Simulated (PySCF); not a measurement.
Species: PAsAsSb tetrahedron, As₂PSb.
Bonds: P1–As2, P1–As3, P1–Sb4, As2–As3, As2–Sb4, As3–Sb4.

Level of theory: PBE0-D3(BJ)/def2-SVP geometry optimisation, gas phase, def2 core potentials past Kr (PySCF).

Question: List the bond lengths and angles at this level.

Answer: 
```tsv
bond	length (Å)
P1–As2, P1–As3	2.340
P1–Sb4	2.538
As2–As3	2.439
As2–Sb4, As3–Sb4	2.620
```

Bonds in one row agree within 0.01 Å and their mean is given. A selection of angles:
```tsv
angle	degrees
As2–P1–As3	62.8
As2–P1–Sb4	64.8
P1–As2–As3	58.6
P1–As2–Sb4	61.2
As3–As2–Sb4	62.3
P1–Sb4–As2	54.0
As2–Sb4–As3	55.5
```

As2 (arsenic bonded to As, P and Sb) is pyramidal (angles 62.3°, 61.2° and 58.6°, sum 182.1°, 1.99 Å off the plane of its three neighbours). P1 (phosphorus bonded to 2 As and Sb) is pyramidal (angles 64.9°, 64.8° and 62.8°, sum 192.4°, 1.90 Å off the plane of its three neighbours). Sb4 (antimony bonded to 2 As and P) is pyramidal (angles 55.5°, 54.0° and 53.9°, sum 163.4°, 2.20 Å off the plane of its three neighbours).

Point group: Cs (every atom within 0.08 Å of its image). No PBE0-D3(BJ)/def2-SVP frequencies stand behind this structure, so it isn't proved a minimum. One conformer, not necessarily the lowest.

Hardware: one thread of an Intel Xeon Platinum 8488C, shared host with 96 logical CPUs at a one-minute load of 32. Cost: 32 s, 0.49 GiB resident at most. These figures are those of the optimisation.
